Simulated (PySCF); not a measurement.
A species of formula [C9H7O2]- has this rotational fingerprint, computed with PySCF 2.14.0, PBE0-D3(BJ)/def2-SVP geometry optimisation, gas phase:

* Rotational constants: A = 2163, B = 429.3, C = 358.2 MHz
* Dipole components (about the centre of mass): |μa| = 1.15 D, |μb| = 2.80 D, |μc| = 0.00 D
* Inertial defect: 0.00 u·Å²
* κ: -0.92

Question: Which structure is it? (One computed conformer of each.)
A. `[CH2:1]=[C:2]1[CH:3]=[CH:4][CH:5]=[C:6]([C:7](=[O:8])[O-:9])[CH:10]=[CH:11]1` (charge -1) with C5–C6–C7–O8 178°
B. `[CH:1]#[C:2][C:3](/[CH:4]=[CH:5]/[O-:6])=[CH:7]/[CH:8]=[CH:9]\[CH:10]=[O:11]` (charge -1) with C2–C3–C4–C5 0°, C3–C7–C8–C9 180°, C8–C9–C10–O11 180°

Answer: B. It is C#CC(/C=C/[O-])=C/C=C\C=O, a near-prolate asymmetric top, point group Cs. The candidates at the same level (rigid rotor, commonest isotopes):

| SMILES | A (MHz) | B (MHz) | C (MHz) | μa (D) | μb (D) | μc (D) | Δ (u·Å²) | point group | rotor |
| --- | --- | --- | --- | --- | --- | --- | --- | --- | --- |
| C=C1C=CC=C(C(=O)[O-])C=C1 | 2663 | 697.5 | 552.8 | 8.37 | 1.37 | 0.02 | -0.09 | – | asymmetric top |
| C#CC(/C=C/[O-])=C/C=C\C=O | 2163 | 429.3 | 358.2 | 1.15 | 2.80 | 0.00 | 0.00 | Cs | near-prolate asymmetric top |

`C=C1C=CC=C(C(=O)[O-])C=C1` has B 62 % too high. In the right answer the mirror of this Cs structure is the ab plane, so μc vanishes by symmetry. No structure here is proved a minimum.
